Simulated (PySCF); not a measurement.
AlClH4O2Si.

```xyz
9

Al     0.4485     0.6672     0.0000
Cl    -1.2588     1.8614     0.0000
O      1.9403     1.4540     0.0000
H      2.7949     1.0208     0.0000
O      0.3077    -1.0115     0.0000
Si    -0.2755    -2.5551     0.0000
H      0.2084    -3.2758    -1.2154
H      0.2084    -3.2758     1.2154
H     -1.7696    -2.5550     0.0000
```

Geometry: PBE0-D3(BJ)/def2-SVP. The structure was generated by enumeration; whether it is a known compound was not checked. One conformer was computed; it need not be the lowest.

These are B3LYP/pcSseg-1 run with PySCF values and carry that method's errors. Non-relativistic, no solvent.

Question: Give the absolute GIAO shielding of each atom: isotropic value and principal components (ppm). (Estimate from the structure and the level; the computed values follow.)

Answer: 
| atom | σ(iso) | σ11 | σ22 | σ33 | span |
|---|---|---|---|---|---|
| Al1 | 459.0 | 391.6 | 476.5 | 508.9 | 117.3 |
| Cl2 | 1019.2 | 969.3 | 972.1 | 1116.2 | 146.9 |
| O3 | 310.1 | 281.1 | 293.6 | 355.6 | 74.5 |
| H4 | 29.7 | 21.5 | 23.4 | 44.2 | 22.7 |
| O5 | 303.6 | 271.5 | 307.8 | 331.6 | 60.1 |
| Si6 | 383.1 | 340.8 | 345.5 | 463.0 | 122.1 |
| H7 | 26.4 | 23.1 | 24.7 | 31.5 | 8.4 |
| H8 | 26.4 | 23.1 | 24.7 | 31.5 | 8.4 |
| H9 | 26.3 | 22.8 | 25.1 | 31.0 | 8.2 |
